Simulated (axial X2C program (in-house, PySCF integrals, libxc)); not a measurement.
## Photoelectron levels of GeN⁻ by EOM-IP-CCSD

Computed with an in-house all-electron X2C program for linear molecules (integrals from PySCF): two-component X2C with atomic mean-field Coulomb and Gaunt terms, Gaussian nuclei, basis Ge dyall-acv3z, N dyall-av3z with contracted cores.

R = 1.666 Å (near the PBE0 minimum at charge -1 of the determinant lowest at the starting distance; the state shown can have its own minimum elsewhere).

Hartree–Fock spinors of GeN⁻ (one of each Kramers pair; a window near the gap, which can cut inner shells):

```tsv
ω	occupied	ε (eV)	character
1/2	yes	-20.73	61% N s, 13% Ge s, 12% Ge p
1/2	yes	-8.80	40% N p, 37% Ge s, 10% N s
1/2	yes	-3.92	42% N p, 30% Ge p, 19% Ge s
3/2	yes	-3.23	64% N p, 28% Ge p, 4% Ge d
1/2	yes	-3.06	61% N p, 31% Ge p, 3% Ge d
1/2	no	3.72	86% Ge p, 12% Ge s
3/2	no	3.74	96% Ge p, 2% Ge d
1/2	no	3.74	96% Ge p, 2% Ge d
1/2	no	4.45	73% Ge s, 12% Ge p, 10% N p
1/2	no	6.56	72% N p, 16% Ge d, 8% Ge s
1/2	no	6.68	36% Ge d, 34% N p, 25% Ge p
```

Vertical detachment energies of GeN⁻ to the states of GeN:

```
Ω of GeN  vertical detachment energy (eV)  above lowest (cm⁻¹)                  ionised spinor  one-hole weight
     1/2                            2.831                    0  52% N pσ, 23% Ge pσ, 12% Ge sσ             0.92
     3/2                            3.048                 1754             64% N pπ, 28% Ge pπ             0.92
     1/2                            3.100                 2168             60% N pπ, 31% Ge pπ             0.92
     1/2                            7.247                35623  43% Ge sσ, 25% N pσ, 16% Ge pσ             0.84
```

**Question.** Take the first Ω = 1/2 and Ω = 3/2 rows of π character: how far apart are they, and which lies lower?

**Answer.** E(3/2) − E(1/2) = 1754 − 2168 = -414 cm⁻¹ at EOM-IP-CCSD: inverted, Ω = 3/2 lower. Splittings at this level can be off by ten to twenty per cent.

This point took 28 s on 1 thread of Intel(R) Xeon(R) Processor @ 2.30GHz, on a shared host.

Reference electrons by ω block (each with its −ω partner): 1/2: 14, 3/2: 5, 5/2: 1. 20 electrons of GeN⁻ correlated (inner shells frozen), 94 natural virtual spinors (a truncated set); levels can be off by some tenths of an eV. Roots sought by Ω: (1/2: 4, 3/2: 3, 5/2: 1); the list ends where they run out and leaves out roots under 60 % one-particle weight. The solver can skip a root, and states that need a further excitation, which the method places far too high, are missing though they may lie low or lowest. T1 of the reference 0.019 (Lee–Taylor). Number of frozen shells: Ge 3 s, 2 p; N 1 s.
